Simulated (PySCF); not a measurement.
Level of theory: UPBE0/[Au def2-TZVP with ECP60, F def2-TZVP], scalar-relativistic core potentials, density fitting, no spin–orbit coupling, PySCF.

```xyz
3
charge 0 multiplicity 2, angstrom
Au    0.0000    0.0000    0.0000
F     0.0000    0.0000    1.8733
F     0.0000    0.0000   -1.8733
```

AuF2 (doublet), along the line from Au1 (at 0) through F2 (at 1.873 Å). Core electrons replaced by a potential are absent, the electrostatic potential uses the reduced nuclear charge, and values within about 0.7 Å of such atoms have no physical meaning.

Tabulate the fields along this line at 0.75, 0.94, 1.12, 1.31, 1.50, 1.69, 1.97, 2.15, 2.34, 2.53, 2.72, 2.90 Å.


```tsv
distance (Å)	electron density (e/Å³)	spin density (e/Å³)	electron localisation function	electrostatic potential (V)
0.75	2.53	0.011	0.414	47
0.94	1.14	0.000817	0.178	23.8
1.12	1.28	-0.00513	0.465	16.6
1.31	2.69	-0.00796	0.796	25.1
1.50	6.48	0.00484	0.739	74.3
1.69	16.6	0.0421	0.109	310
1.97	137	0.0489	0.922	871
2.15	10.3	0.00207	0.542	140
2.34	4.06	-0.0115	0.849	35.6
2.53	1.34	-0.00702	0.821	9.54
2.72	0.446	-0.00325	0.699	2.12
2.90	0.158	-0.00148	0.497	-0.0988
```

On a grid of 0.09 Å the density has a local minimum along the bond near 1.03 Å from Au, at 1.08 e/Å³, where the ELF is 0.24.

Open d and f shells are described by one determinant, and the ground state may have another occupation or spin. With an element this heavy the missing spin–orbit coupling can shift these numbers.
